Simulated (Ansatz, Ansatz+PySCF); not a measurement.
| atom | x (Å) | y (Å) | z (Å) |
| --- | --- | --- | --- |
| F | 0.0000 | -0.3535 | -1.0985 |
| H | 0.0000 | 0.4188 | -0.7347 |
| F | 0.0000 | 0.3535 | 1.0985 |
| H | 0.0000 | -0.4188 | 0.7347 |

Basis set: def2-SVP (spherical functions). Left uncorrelated: 2 orbitals. Charge 0, multiplicity 1.

Computed with Ansatz (development build ahead of 0.2.0); each method stands on the lowest determinant of its kind that the runs found. Restricted open shells among the atoms or ions are ROHF, correlated in semicanonical orbitals with singles.

(1) Give the atomization energy at this shape (free ground-state atoms in the same class of orbitals less the molecule, no zero-point energy) of singlet H₂F₂ by RHF-CCSD(T), RHF-MP2, RHF, UHF.

## Answers

(1)

```
     method  atomization energy
RHF-CCSD(T)            11.00 eV
    RHF-MP2            11.28 eV
        RHF             8.20 eV
        UHF             8.01 eV
```

Caution: the shape is not the minimum.
